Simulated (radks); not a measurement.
Problem. Species: W20+. Configuration: [Kr] 4d10 4f8 (the NIST ground configuration). Calculated with a radial shooting solver on a logarithmic mesh with Libxc functionals: Dirac Kohn-Sham, LDA (Slater exchange, Perdew-Wang correlation), spin-unpolarised, spherical densities, point nucleus; open shells fill j = l - 1/2 first.

Spin-orbit splittings of the eigenvalues, e(l+1/2) - e(l-1/2), with zeta = 2 splitting/(2l+1) and mean radii in bohr:

shell  occ.  splitting (eV)  zeta (eV)  <r> j=l-1/2  <r> j=l+1/2
2p        6            1352      901.0      0.06367      0.07163
3p        6           292.7      195.1       0.1905       0.2052
3d       10           63.68      25.47       0.1795       0.1840
4p        6               ?          ?       0.4429       0.4722
4d       10           14.10      5.641       0.4777       0.4867
4f        8           3.146     0.8989       0.4902       0.4943

Estimate the 4p splitting.

Solution. 72.62 eV (zeta = 48.41 eV).
